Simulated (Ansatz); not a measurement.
Ansatz (a first-principles code) input for Si(OSiH3)(H)(NHSiH3)2 (H12N2OSi4), SMILES [SiH](O[SiH3])(N[SiH3])N[SiH3], PBE-D3(BJ)/def2-SVP. 

Ansatz 0.2 input:
```yaml
crystal:
  periodic: [false, false, false]
  atoms:
    - {symbol: Si, position_ang: [0.09412209, 0.08677153, 1.18895946]}
    - {symbol: N, position_ang: [1.69650878, -0.35421684, 0.70759532]}
    - {symbol: Si, position_ang: [2.50537518, 0.24767724, -0.72589112]}
    - {symbol: N, position_ang: [-0.29185090, 1.57879159, 0.40374792]}
    - {symbol: Si, position_ang: [-1.64802955, 1.84113558, -0.67595832]}
    - {symbol: O, position_ang: [-1.06325803, -0.96766989, 0.62080113]}
    - {symbol: Si, position_ang: [-1.13166130, -2.27446546, -0.41080434]}
    - {symbol: H, position_ang: [0.00805919, 0.09713980, 2.66966035]}
    - {symbol: H, position_ang: [2.22681532, -0.99072991, 1.29753660]}
    - {symbol: H, position_ang: [3.75360413, -0.55170414, -0.89350862]}
    - {symbol: H, position_ang: [1.65289128, 0.09529866, -1.93767400]}
    - {symbol: H, position_ang: [2.88435328, 1.68839917, -0.61242780]}
    - {symbol: H, position_ang: [0.26806289, 2.39800484, 0.62660789]}
    - {symbol: H, position_ang: [-1.61862194, 0.89674235, -1.82868103]}
    - {symbol: H, position_ang: [-2.96883821, 1.69697182, 0.00178738]}
    - {symbol: H, position_ang: [-1.52200676, 3.23700489, -1.18666388]}
    - {symbol: H, position_ang: [-0.47582864, -1.96056840, -1.71184304]}
    - {symbol: H, position_ang: [-2.56400285, -2.60130942, -0.63968484]}
    - {symbol: H, position_ang: [-0.44831881, -3.45157860, 0.20079946]}
basis:
  gaussian:
    orbitals: def2-SVP
hamiltonian:
  xc: pbe
  dispersion: d3bj
relax: {f_tol: 0.002, max_steps: 200}
```

Output:

```
WARN ansatz: RAYON_NUM_THREADS=2 ignored (pool sized by the plan → 2); use --threads N
Functional definition: PBE
integrals: 0.16 GiB planned
1967 factors; their error is unknown
mean field: 0.78 GiB planned
mean field evaluation 1: about -36682.9223 eV, gradient 9.6e1 eV
mean field evaluation 2: about -36616.1116 eV, gradient 1.9e2 eV
mean field evaluation 4: about -36700.4313 eV, gradient 1.5e1 eV
mean field evaluation 8: about -36700.9317 eV, gradient 1.5e-1 eV
mean field evaluation 16: about -36700.7824 eV, gradient 4.5e-4 eV
mean field -36700.78239811 eV, -1348.7288764467 hartree, gradient 2.2e-5 eV, S^2 0.000000; 0 other end points of the search recorded, 0 dependent functions left out
the calculation of the forces begins
reference -36700.78245092 eV, -1348.7288783876 hartree; 45, 45 occupied and 129, 129 virtual orbitals, 1967 factors
relax step   1: F+E_penalty+E_count = -36701.36108015 eV  Δ(F+E_penalty+E_count) = +0.000e0 eV  max|allowed force component| = 3.219e-1 eV/Å  Δτ_max = 0.0000 Å  (29 SCF iters, accepted)
these checks for a lower state are left out or cut short: starts, cluster_reference, orbital_swaps, neighbouring_geometries, increment
integrals: 0.16 GiB planned
1967 factors; their error is unknown
mean field: 0.78 GiB planned
mean field -36700.81120217 eV, -1348.7299349763 hartree, gradient 2.6e-5 eV, S^2 0.000000; 0 other end points of the search recorded, 0 dependent functions left out
the calculation of the forces begins
reference -36700.81125516 eV, -1348.7299369238 hartree; 45, 45 occupied and 129, 129 virtual orbitals, 1967 factors
[...]
relax step  10: F+E_penalty+E_count = -36701.39298788 eV  Δ(F+E_penalty+E_count) = -1.857e-5 eV  max|allowed force component| = 3.729e-3 eV/Å  Δτ_max = 0.0028 Å  (24 SCF iters, accepted)
these checks for a lower state are left out or cut short: starts, cluster_reference, orbital_swaps, neighbouring_geometries, increment
integrals: 0.16 GiB planned
1967 factors; their error is unknown
mean field: 0.78 GiB planned
mean field -36700.81454541 eV, -1348.7300578381 hartree, gradient 9.0e-6 eV, S^2 0.000000; 0 other end points of the search recorded, 0 dependent functions left out
the calculation of the forces begins
reference -36700.81459811 eV, -1348.7300597751 hartree; 45, 45 occupied and 129, 129 virtual orbitals, 1967 factors
relax step  11: F+E_penalty+E_count = -36701.39299354 eV  Δ(F+E_penalty+E_count) = -5.656e-6 eV  max|allowed force component| = 3.580e-3 eV/Å  Δτ_max = 0.0063 Å  (23 SCF iters, accepted)
these checks for a lower state are left out or cut short: starts, cluster_reference, orbital_swaps, neighbouring_geometries, increment
integrals: 0.16 GiB planned
1967 factors; their error is unknown
mean field: 0.78 GiB planned
mean field -36700.81461952 eV, -1348.7300605617 hartree, gradient 1.6e-5 eV, S^2 0.000000; 0 other end points of the search recorded, 0 dependent functions left out
the calculation of the forces begins
reference -36700.81467223 eV, -1348.7300624987 hartree; 45, 45 occupied and 129, 129 virtual orbitals, 1967 factors
relax step  12: F+E_penalty+E_count = -36701.39301217 eV  Δ(F+E_penalty+E_count) = -1.863e-5 eV  max|allowed force component| = 5.207e-3 eV/Å  Δτ_max = 0.0052 Å  (23 SCF iters, accepted)
these checks for a lower state are left out or cut short: starts, cluster_reference, orbital_swaps, neighbouring_geometries, increment
integrals: 0.16 GiB planned
1967 factors; their error is unknown
mean field: 0.78 GiB planned
mean field evaluation 96: about -36700.8148 eV, gradient 1.0e-3 eV
mean field -36700.81477263 eV, -1348.7300661884 hartree, gradient 1.5e-5 eV, S^2 0.000000; 0 other end points of the search recorded, 0 dependent functions left out
the calculation of the forces begins
reference -36700.81482534 eV, -1348.7300681253 hartree; 45, 45 occupied and 129, 129 virtual orbitals, 1967 factors
relax step  13: F+E_penalty+E_count = -36701.39304016 eV  Δ(F+E_penalty+E_count) = -2.799e-5 eV  max|allowed force component| = 6.474e-3 eV/Å  Δτ_max = 0.0148 Å  (24 SCF iters, accepted)
these checks for a lower state are left out or cut short: starts, cluster_reference, orbital_swaps, neighbouring_geometries, increment
integrals: 0.16 GiB planned
1967 factors; their error is unknown
mean field: 0.78 GiB planned
mean field -36700.81485726 eV, -1348.7300692984 hartree, gradient 1.4e-5 eV, S^2 0.000000; 0 other end points of the search recorded, 0 dependent functions left out
the calculation of the forces begins
reference -36700.81490996 eV, -1348.7300712353 hartree; 45, 45 occupied and 129, 129 virtual orbitals, 1967 factors
relax step  14: F+E_penalty+E_count = -36701.39305851 eV  Δ(F+E_penalty+E_count) = -1.835e-5 eV  max|allowed force component| = 4.465e-3 eV/Å  Δτ_max = 0.0146 Å  (24 SCF iters, accepted)
these checks for a lower state are left out or cut short: starts, cluster_reference, orbital_swaps, neighbouring_geometries, increment
integrals: 0.16 GiB planned
1967 factors; their error is unknown
mean field: 0.78 GiB planned
mean field -36700.81483630 eV, -1348.7300685283 hartree, gradient 2.3e-5 eV, S^2 0.000000; 0 other end points of the search recorded, 0 dependent functions left out
the calculation of the forces begins
reference -36700.81488901 eV, -1348.7300704653 hartree; 45, 45 occupied and 129, 129 virtual orbitals, 1967 factors
relax step  15: F+E_penalty+E_count = -36701.39307446 eV  Δ(F+E_penalty+E_count) = -1.595e-5 eV  max|allowed force component| = 4.118e-3 eV/Å  Δτ_max = 0.0178 Å  (23 SCF iters, accepted)
these checks for a lower state are left out or cut short: starts, cluster_reference, orbital_swaps, neighbouring_geometries, increment
integrals: 0.16 GiB planned
1967 factors; their error is unknown
mean field: 0.78 GiB planned
mean field -36700.81475333 eV, -1348.7300654792 hartree, gradient 1.7e-5 eV, S^2 0.000000; 0 other end points of the search recorded, 0 dependent functions left out
the calculation of the forces begins
reference -36700.81480604 eV, -1348.7300674161 hartree; 45, 45 occupied and 129, 129 virtual orbitals, 1967 factors
relax step  16: F+E_penalty+E_count = -36701.39308547 eV  Δ(F+E_penalty+E_count) = -1.101e-5 eV  max|allowed force component| = 4.042e-3 eV/Å  Δτ_max = 0.0058 Å  (23 SCF iters, accepted)
these checks for a lower state are left out or cut short: starts, cluster_reference, orbital_swaps, neighbouring_geometries, increment
integrals: 0.16 GiB planned
1967 factors; their error is unknown
mean field: 0.78 GiB planned
mean field -36700.81467739 eV, -1348.7300626884 hartree, gradient 1.0e-5 eV, S^2 0.000000; 0 other end points of the search recorded, 0 dependent functions left out
the calculation of the forces begins
reference -36700.81473009 eV, -1348.7300646252 hartree; 45, 45 occupied and 129, 129 virtual orbitals, 1967 factors
relax step  17: F+E_penalty+E_count = -36701.39309098 eV  Δ(F+E_penalty+E_count) = -5.515e-6 eV  max|allowed force component| = 3.522e-3 eV/Å  Δτ_max = 0.0029 Å  (23 SCF iters, accepted)
these checks for a lower state are left out or cut short: starts, cluster_reference, orbital_swaps, neighbouring_geometries, increment
integrals: 0.16 GiB planned
1967 factors; their error is unknown
mean field: 0.78 GiB planned
mean field evaluation 128: about -36700.8147 eV, gradient 1.5e-5 eV
mean field -36700.81466626 eV, -1348.7300622793 hartree, gradient 1.5e-5 eV, S^2 0.000000; 0 other end points of the search recorded, 0 dependent functions left out
the calculation of the forces begins
reference -36700.81471896 eV, -1348.7300642161 hartree; 45, 45 occupied and 129, 129 virtual orbitals, 1967 factors
relax step  18: F+E_penalty+E_count = -36701.39309294 eV  Δ(F+E_penalty+E_count) = -1.956e-6 eV  max|allowed force component| = 2.368e-3 eV/Å  Δτ_max = 0.0021 Å  (22 SCF iters, accepted)
these checks for a lower state are left out or cut short: starts, cluster_reference, orbital_swaps, neighbouring_geometries, increment
integrals: 0.16 GiB planned
1967 factors; their error is unknown
mean field: 0.78 GiB planned
mean field -36700.81468333 eV, -1348.7300629067 hartree, gradient 7.8e-5 eV, S^2 0.000000; 0 other end points of the search recorded, 0 dependent functions left out
the calculation of the forces begins
reference -36700.81473603 eV, -1348.7300648435 hartree; 45, 45 occupied and 129, 129 virtual orbitals, 1967 factors
relax step  19: F+E_penalty+E_count = -36701.39309419 eV  Δ(F+E_penalty+E_count) = -1.249e-6 eV  max|allowed force component| = 1.532e-3 eV/Å  Δτ_max = 0.0010 Å  (20 SCF iters, accepted)
these checks for a lower state are left out or cut short: starts, cluster_reference, orbital_swaps, neighbouring_geometries, increment
integrals: 0.16 GiB planned
1967 factors; their error is unknown
mean field: 0.78 GiB planned
mean field -36700.81472835 eV, -1348.7300645613 hartree, gradient 2.0e-5 eV, S^2 0.000000; 0 other end points of the search recorded, 0 dependent functions left out
the calculation of the forces begins
reference -36700.81478106 eV, -1348.7300664982 hartree; 45, 45 occupied and 129, 129 virtual orbitals, 1967 factors
relax step  20: F+E_penalty+E_count = -36701.39309540 eV  Δ(F+E_penalty+E_count) = -1.213e-6 eV  max|allowed force component| = 8.876e-4 eV/Å  Δτ_max = 0.0020 Å  (22 SCF iters, accepted)
these checks for a lower state are left out or cut short: starts, cluster_reference, orbital_swaps, neighbouring_geometries, increment
integrals: 0.16 GiB planned
1967 factors; their error is unknown
mean field: 0.78 GiB planned
mean field -36700.81476783 eV, -1348.7300660121 hartree, gradient 1.9e-5 eV, S^2 0.000000; 0 other end points of the search recorded, 0 dependent functions left out
the calculation of the forces begins
reference -36700.81482054 eV, -1348.7300679490 hartree; 45, 45 occupied and 129, 129 virtual orbitals, 1967 factors
relax step  21: F+E_penalty+E_count = -36701.39309606 eV  Δ(F+E_penalty+E_count) = -6.547e-7 eV  max|allowed force component| = 1.396e-3 eV/Å  Δτ_max = 0.0020 Å  (22 SCF iters, accepted)
integrals: 0.16 GiB planned
1967 factors; their error is unknown
mean field: 0.78 GiB planned
mean field evaluation 160: about -36700.8148 eV, gradient 1.3e-3 eV
mean field -36700.81476783 eV, -1348.7300660121 hartree, gradient 1.9e-5 eV, S^2 0.000000; 1 other end points of the search recorded, 0 dependent functions left out
the calculation of the forces begins
reference -36700.81482054 eV, -1348.7300679490 hartree; 45, 45 occupied and 129, 129 virtual orbitals, 1967 factors
Total energy: -36701.39314877 eV, -1348.7513211194 hartree
Atom 0 at     0.073960     0.083929     1.190332 Å, force     0.001396     0.000143     0.000370 eV/Å
Atom 1 at     1.671066    -0.398643     0.699080 Å, force    -0.000484     0.000342    -0.000666 eV/Å
Atom 2 at     2.488223     0.240339    -0.726601 Å, force     0.000056    -0.000377     0.000165 eV/Å
Atom 3 at    -0.274960     1.588408     0.391758 Å, force     0.000084     0.000068    -0.000185 eV/Å
Atom 4 at    -1.644250     1.864792    -0.685274 Å, force    -0.000025    -0.000491     0.000509 eV/Å
Atom 5 at    -1.129242    -0.946286     0.628614 Å, force    -0.000646    -0.000319    -0.000413 eV/Å
Atom 6 at    -1.108164    -2.278965    -0.397989 Å, force     0.000199    -0.000179     0.000121 eV/Å
Atom 7 at    -0.010392     0.100236     2.685330 Å, force    -0.000017    -0.000055     0.000023 eV/Å
Atom 8 at     2.197357    -1.059369     1.278075 Å, force    -0.000385     0.000314     0.000168 eV/Å
Atom 9 at     3.745910    -0.567125    -0.902001 Å, force    -0.000195     0.000139    -0.000064 eV/Å
Atom 10 at     1.640085     0.112616    -1.960991 Å, force     0.000061    -0.000082     0.000193 eV/Å
Atom 11 at     2.878202     1.689271    -0.579437 Å, force     0.000124     0.000201     0.000021 eV/Å
Atom 12 at     0.291129     2.409398     0.624631 Å, force    -0.000003     0.000066     0.000150 eV/Å
Atom 13 at    -1.626338     0.921931    -1.856939 Å, force     0.000117     0.000010    -0.000288 eV/Å
Atom 14 at    -2.976057     1.730456     0.002361 Å, force     0.000102     0.000261    -0.000108 eV/Å
Atom 15 at    -1.503420     3.275015    -1.190610 Å, force    -0.000129    -0.000026     0.000067 eV/Å
Atom 16 at    -0.491010    -1.936311    -1.726535 Å, force     0.000031     0.000010    -0.000133 eV/Å
Atom 17 at    -2.531617    -2.706137    -0.600419 Å, force    -0.000176    -0.000016    -0.000048 eV/Å
Atom 18 at    -0.333107    -3.411860     0.220973 Å, force    -0.000111    -0.000007     0.000119 eV/Å
Dipole moment:     0.290879     0.008868     0.154354 e Å
```

The run converged.
